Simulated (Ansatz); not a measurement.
System: MnO, charge 0, multiplicity 6. The spin state was set by rule; other spins were not relaxed. SMILES: [Mn]=[O]
Coordinates optimised at B3LYP-D3(BJ)/def2-TZVP (Ansatz, a quantum-chemistry and plane-wave program):
```
Mn
O 1 1.6311
```
Charge 0, spin multiplicity 6.

Property: atomisation energy (electronic, to ground-state atoms), in kcal/mol. Correlated levels leave the core frozen unless marked. UHF or UKS for open shells. Spin-orbit coupling is left out. The frozen core is the preceding noble-gas configuration, with the filled d and f shells of earlier blocks. No relativistic terms. The coupled-cluster limit lacks core correlation, which all-electron functionals hold. CBS(X,Y): correlation extrapolated as X^-3; Hartree-Fock from the larger set.

```
level                     program  atomisation energy (kcal/mol)
-----------------  --------------  -----------------------------
PBE-D4/def2-TZVPD  Ansatz + dftd4                          126.9
```

**Question.** What does CCSD(T)/CBS(def2-TZVPPD,def2-QZVPPD) (Ansatz) give?

**Answer.** 81.3 kcal/mol, so PBE-D4/def2-TZVPD differs from it by 45.6 kcal/mol.
